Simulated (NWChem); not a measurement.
System: CH$_{2}$F$_{3}$In; SMILES F[C](F)(F)[InH2]

The following NWChem deck was run.

```
start job
memory heap 200 mb stack 900 mb global 1100 mb
geometry units angstroms noautoz
  In    -0.011583    -1.022349    -0.005394
  C     -0.012718     1.205614    -0.022438
  F     -1.215168     1.744621    -0.282352
  F      0.837940     1.711832    -0.933488
  F      0.373601     1.690025     1.175174
  H      1.538099    -1.778251     0.025954
  H     -1.542824    -1.816496    -0.005143
end
basis spherical
  * library def2-svp
end
ecp
  In library def2-ecp
end
dft
  xc scan
  iterations 150
  mulliken
end
task dft energy
```

Excerpt of the output:

```
             Northwest Computational Chemistry Package (NWChem) 7.3.0
             --------------------------------------------------------

 C1  symmetry detected

                             Geometry "geometry" -> ""
                             -------------------------

 Output coordinates in angstroms (scale by  1.889725989 to convert to a.u.)

  No.       Tag          Charge          X              Y              Z
 ---- ---------------- ---------- -------------- -------------- --------------
    1 In                  49.0000    -0.00296030    -1.02070978    -0.00335226
    2 C                    6.0000    -0.00530781     1.20731650    -0.00542984
    3 F                    9.0000    -1.21052566     1.74741132    -0.24980117
    4 F                    9.0000     0.83604722     1.72008847    -0.92143990
    5 F                    9.0000     0.39262768     1.68389083     1.19152260
    6 H                    1.0000     1.54731013    -1.77597596     0.00757546
    7 H                    1.0000    -1.53375150    -1.81565958     0.00673033

 Effective nuclear repulsion energy (a.u.)     465.2228312791

                                 NWChem DFT Module
                                 -----------------

 Summary of "ao basis" -> "ao basis" (spherical)
 ------------------------------------------------------------------------------
       Tag                 Description            Shells   Functions and Types
 ---------------- ------------------------------  ------  ---------------------
 In                         def2-svp                10       26   4s4p2d
 C                          def2-svp                 6       14   3s2p1d
 F                          def2-svp                 6       14   3s2p1d
 H                          def2-svp                 3        5   2s1p

            General Information
            -------------------
          SCF calculation type: DFT
          Wavefunction type:  closed shell.
          No. of atoms     :     7
          No. of electrons :    56
           Alpha electrons :    28
            Beta electrons :    28
          Charge           :     0
          Spin multiplicity:     1
          Use of symmetry is: off; symmetry adaption is: off
          Maximum number of iterations: 150
          AO basis - number of functions:    92
                     number of shells:    40
          Convergence on energy requested:  1.00D-06
          Convergence on density requested:  1.00D-05
          Convergence on gradient requested:  5.00D-04

              XC Information
              --------------
                         SCAN Method XC Functional
                  SCAN metaGGA Exchange Functional  1.000
                        SCAN Correlation Potential  1.000

             Grid Information
             ----------------
          Grid used for XC integration:  medium
          Radial quadrature: Mura-Knowles
          Angular quadrature: Lebedev.
          Tag              B.-S. Rad. Rad. Pts. Rad. Cut. Ang. Pts.
          ---              ---------- --------- --------- ---------
          In                  1.55      123           8.0       590
          C                   0.70       49          10.0       434
          F                   0.50       49          11.0       434
          H                   0.35       45          10.0       434
          Grid pruning is: on
          Number of quadrature shells:   409
          Spatial weights used:  Erf1

      Superposition of Atomic Density Guess
      -------------------------------------

 Sum of atomic energies:        -554.55120455

      Non-variational initial energy
      ------------------------------

 Total energy =    -526.756655
 1-e energy   =   -1352.277227
 2-e energy   =     550.399362
 HOMO         =      -0.270788
 LUMO         =      -0.017317

     ---------------------------------------------
      Total Density - Mulliken Population Analysis
     ---------------------------------------------

    Atom       Charge   Shell Charges
 -----------   ------   -------------------------------------------------------
    1 In  21    20.34   2.60 -0.60  0.84  0.40  3.23  2.77  0.79  0.28  9.69  0.34
    2 C    6     4.98   1.99  0.88  0.31  1.24  0.44  0.12
    3 F    9     9.42   1.99  1.14  0.77  3.46  2.05  0.00
    4 F    9     9.43   1.99  1.14  0.77  3.46  2.05  0.00
    5 F    9     9.43   1.99  1.14  0.77  3.46  2.06  0.00
    6 H    1     1.20   0.68  0.52  0.01
    7 H    1     1.20   0.67  0.52  0.01

   convergence    iter        energy       DeltaE   RMS-Dens  Diis-err
 ---------------- ----- ----------------- --------- --------- ---------
 d= 0,ls=0.0,diis     1   -528.4815742715 -8.04D+02  2.02D-02  1.31D+00
 d= 0,ls=0.0,diis     2   -528.2643873490  2.17D-01  1.11D-02  4.12D+00
 d= 0,ls=0.0,diis     3   -528.6337899291 -3.69D-01  1.13D-03  1.37D-02
 d= 0,ls=0.0,diis     4   -528.6349223460 -1.13D-03  3.52D-04  1.71D-03
 d= 0,ls=0.0,diis     5   -528.6350417818 -1.19D-04  1.50D-04  1.92D-04
  Resetting Diis
 d= 0,ls=0.0,diis     6   -528.6350600729 -1.83D-05  4.01D-05  3.50D-05
 d= 0,ls=0.0,diis     7   -528.6350632554 -3.18D-06  2.42D-05  1.42D-06
 d= 0,ls=0.0,diis     8   -528.6350630460  2.09D-07  1.32D-05  3.73D-06
 d= 0,ls=0.0,diis     9   -528.6350634230 -3.77D-07  2.06D-06  5.43D-08

         Total DFT energy =     -528.635063423042
      One electron energy =    -1353.109957141014
           Coulomb energy =      603.591973675150
    Exchange-Corr. energy =      -54.238291185940
 Nuclear repulsion energy =      275.121211228761

 Numeric. integr. density =       56.000001724738

                       DFT Final Molecular Orbital Analysis
                       ------------------------------------

 Vector   26  Occ=2.000000D+00  E=-3.531305D-01
              MO Center= -1.1D-02,  1.7D+00, -7.2D-03, r^2= 2.0D+00
   Bfn.  Coefficient  Atom+Function         Bfn.  Coefficient  Atom+Function
  ----- ------------  ---------------      ----- ------------  ---------------
    46      0.406471  3 F  pz                72      0.385033  5 F  px
    58     -0.310925  4 F  px                49     -0.273905  3 F  pz
    60     -0.265967  4 F  pz                75     -0.260020  5 F  px
    61      0.209696  4 F  px                63      0.179384  4 F  pz
    74     -0.120822  5 F  pz                44     -0.090091  3 F  px

 Vector   27  Occ=2.000000D+00  E=-2.887903D-01
              MO Center=  4.4D-03, -1.5D+00,  1.3D-03, r^2= 3.2D+00
   Bfn.  Coefficient  Atom+Function         Bfn.  Coefficient  Atom+Function
  ----- ------------  ---------------      ----- ------------  ---------------
    11      0.362704  1 In px                83      0.315930  6 H  s
    88     -0.315587  7 H  s                 84      0.213738  6 H  s
    89     -0.213684  7 H  s                 17      0.152194  1 In d -2
     8     -0.120879  1 In px                 5     -0.112001  1 In px
    14      0.079796  1 In px                45      0.063697  3 F  py

 Vector   28  Occ=2.000000D+00  E=-2.559940D-01
              MO Center= -3.2D-03,  3.6D-01, -2.7D-03, r^2= 3.4D+00
   Bfn.  Coefficient  Atom+Function         Bfn.  Coefficient  Atom+Function
  ----- ------------  ---------------      ----- ------------  ---------------
    12      0.380400  1 In py                31     -0.348847  2 C  py
    45     -0.250138  3 F  py                59     -0.249959  4 F  py
    73     -0.249782  5 F  py                29      0.233613  2 C  s
    28      0.211302  2 C  s                 48      0.178061  3 F  py
    62      0.178011  4 F  py                76      0.178011  5 F  py

 Vector   29  Occ=0.000000D+00  E=-1.000331D-01
              MO Center= -9.1D-03, -9.7D-01, -2.0D-02, r^2= 3.8D+00
   Bfn.  Coefficient  Atom+Function         Bfn.  Coefficient  Atom+Function
  ----- ------------  ---------------      ----- ------------  ---------------
    13      0.653721  1 In pz                16      0.466175  1 In pz
    10     -0.167560  1 In pz                 7     -0.154357  1 In pz
    73     -0.086155  5 F  py                59      0.061882  4 F  py
    71     -0.060640  5 F  s                 76      0.059544  5 F  py
    46      0.047877  3 F  pz                32      0.046878  2 C  pz

 Vector   30  Occ=0.000000D+00  E=-2.798645D-02
              MO Center= -2.0D-02, -9.1D-01,  9.8D-03, r^2= 4.2D+00
   Bfn.  Coefficient  Atom+Function         Bfn.  Coefficient  Atom+Function
  ----- ------------  ---------------      ----- ------------  ---------------
     4      1.002194  1 In s                  3      0.656890  1 In s
    89     -0.607937  7 H  s                 84     -0.595472  6 H  s
    29     -0.560557  2 C  s                  1     -0.333484  1 In s
    31      0.311313  2 C  py                28     -0.250781  2 C  s
    88     -0.250066  7 H  s                 83     -0.245128  6 H  s

 Vector   31  Occ=0.000000D+00  E= 2.882341D-02
              MO Center=  3.5D-03, -1.6D+00,  8.7D-04, r^2= 5.3D+00
   Bfn.  Coefficient  Atom+Function         Bfn.  Coefficient  Atom+Function
  ----- ------------  ---------------      ----- ------------  ---------------
    15      1.082967  1 In py                29     -0.658309  2 C  s
    84      0.542407  6 H  s                 89      0.543285  7 H  s
    12      0.466622  1 In py                 3     -0.263504  1 In s
    21     -0.196599  1 In d  2              34      0.190383  2 C  py
    31      0.181612  2 C  py                 4     -0.145278  1 In s

     ---------------------------------------------
      Total Density - Mulliken Population Analysis
     ---------------------------------------------

    Atom       Charge   Shell Charges
 -----------   ------   -------------------------------------------------------
    1 In  21    20.68   2.61 -0.60  1.05  0.23  3.22  2.79  1.11  0.22  9.60  0.45
    2 C    6     5.57   1.99  0.96  0.17  1.81  0.48  0.16
    3 F    9     9.19   1.99  1.15  0.77  3.35  1.93  0.01
    4 F    9     9.20   1.99  1.15  0.77  3.35  1.93  0.01
    5 F    9     9.20   1.99  1.15  0.77  3.35  1.94  0.01
    6 H    1     1.08   0.66  0.41  0.01
    7 H    1     1.08   0.66  0.41  0.01

     -------------------------------------------
      Total Density - Lowdin Population Analysis
     -------------------------------------------

    Atom       Charge   Shell Charges
 -----------   ------   -------------------------------------------------------
    1 In  21    20.67   1.39  0.55  0.72  0.43  3.03  2.86  1.10  0.48  9.32  0.79
    2 C    6     5.92   1.96  0.64  0.36  1.64  0.97  0.34
    3 F    9     9.08   1.98  1.03  0.73  3.22  2.10  0.01
    4 F    9     9.08   1.98  1.03  0.73  3.22  2.10  0.01
    5 F    9     9.08   1.98  1.03  0.73  3.22  2.11  0.01
    6 H    1     1.09   0.58  0.48  0.03
    7 H    1     1.09   0.58  0.48  0.03

     Multipole analysis of the density
     ---------------------------------

     L   x y z        total         alpha         beta         nuclear
     -   - - -        -----         -----         ----         -------
     0   0 0 0      0.000000    -28.000000    -28.000000     56.000000

     1   1 0 0     -0.018538     -0.087587     -0.087587      0.156637
     1   0 1 0     -0.856783    -27.432457    -27.432457     54.008130
     1   0 0 1     -0.020326     -0.098851     -0.098851      0.177376

     2   2 0 0    -35.572584    -63.519930    -63.519930     91.467276
     2   1 1 0     -0.009155      0.143319      0.143319     -0.295794
     2   1 0 1     -0.004356     -0.002917     -0.002917      0.001479
     2   0 2 0    -36.160379   -226.458858   -226.458858    416.757337
     2   0 1 1      0.041455      0.250664      0.250664     -0.459873
     2   0 0 2    -31.368294    -53.146611    -53.146611     74.924927
```

Level: SCAN/def2-SVP with def2 effective core potentials on In. Structure relaxed at the PBE0/def2-SVP level. def2 effective core potentials on In; no spin-orbit coupling.
